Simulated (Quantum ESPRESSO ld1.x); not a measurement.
All-electron atom: Os11+ in [Kr] 4d10 4f14 5s2 5p3.

Method: Dirac Kohn-Sham, LDA (Slater exchange, Perdew-Zunger correlation), spin-unpolarised, spherical densities, point nucleus; open shells are shared between the two j in proportion to 2j + 1; computed with ld1.x of Quantum ESPRESSO 7.5.

Energy parts (eV):
part                    energy
total                  -469001
kinetic                 532521
electron-nucleus      -1163035
Hartree                 170333
exchange-correlation     -8819

Orbitals (lengths in bohr, moments of r in powers of bohr; <r^-3> diverges for s and p1/2):
| orbital | occ. | eigenvalue (eV) | <r^4> | <r^-3> | <1/r> |
|---|---|---|---|---|---|
| 1s1/2 | 2 | -73906.7 | 5.131e-07 | - | 90.45 |
| 2s1/2 | 2 | -13024.4 | 0.00007592 | - | 22.09 |
| 2p1/2 | 2 | -12481.2 | 0.00004547 | - | 22.05 |
| 2p3/2 | 4 | -10951.1 | 0.00006782 | 17900 | 18.31 |
| 3s1/2 | 2 | -3176.78 | 0.002788 | - | 8.110 |
| 3p1/2 | 2 | -2933.52 | 0.002447 | - | 8.026 |
| 3p3/2 | 4 | -2599.75 | 0.003288 | 4095 | 7.053 |
| 3d3/2 | 4 | -2191.48 | 0.002208 | 712.0 | 6.953 |
| 3d5/2 | 6 | -2119.08 | 0.002415 | 599.6 | 6.726 |
| 4s1/2 | 2 | -819.440 | 0.06421 | - | 3.423 |
| 4p1/2 | 2 | -717.332 | 0.06931 | - | 3.314 |
| 4p3/2 | 4 | -638.539 | 0.09276 | 967.7 | 2.974 |
| 4d3/2 | 4 | -470.657 | 0.1139 | 149.2 | 2.769 |
| 4d5/2 | 6 | -456.005 | 0.1245 | 123.0 | 2.689 |
| 5s1/2 | 2 | -270.320 | 1.401 | - | 1.443 |
| 4f5/2 | 6 | -242.233 | 0.2367 | 24.47 | 2.301 |
| 4f7/2 | 8 | -239.312 | 0.2481 | 23.35 | 2.272 |
| 5p1/2 | 1 | -235.707 | 1.785 | - | 1.348 |
| 5p3/2 | 2 | -219.808 | 2.272 | 198.5 | 1.246 |
| 5d3/2 | 0 | -167.376 | 3.937 | 26.03 | 1.075 |
| 5d5/2 | 0 | -164.821 | 4.185 | 21.78 | 1.056 |
| 6s1/2 | 0 | -132.533 | 16.27 | - | 0.7658 |

The highest occupied level is 5p3/2 at -219.81 eV. Summed over all electrons, <r^2> = 15.94 bohr^2, which gives a Langevin (diamagnetic) susceptibility term of -12.6 x 10^-6 cm^3/mol.
